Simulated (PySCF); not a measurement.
Molecule: sum formula BNH₄, net charge 0, singlet state. 
Coordinates optimised at B3LYP-D3(BJ)/def2-TZVP (Ansatz):
SMILES: BN
```xyz
6

B     -0.7766     0.0323    -0.0041
N      0.6098    -0.0254     0.0032
H     -1.3984    -0.9854    -0.0254
H     -1.3119     1.0982     0.0110
H      1.1972     0.7922     0.0209
H      1.1274    -0.8889    -0.0085
```

Dispersion corrections to the total energy (kcal/mol) from the dftd3 and dftd4 libraries through PySCF: D3(BJ) without and D4 with the three-body term, each with the damping fitted for the functional named.

```csv
functional,D3(BJ),D4
B2GP-PLYP,-0.69,-0.42
B3LYP,-2.26,-1.71
BP86,…,-1.33
revPBE,-3.70,…
CAM-B3LYP,-0.90,-0.85
B2PLYP,-0.98,…
HF,-13.45,-4.67
```

Fill in the missing entries.


- BP86, D3(BJ): -1.92
- revPBE, D4: -4.22
- B2PLYP, D4: -0.73
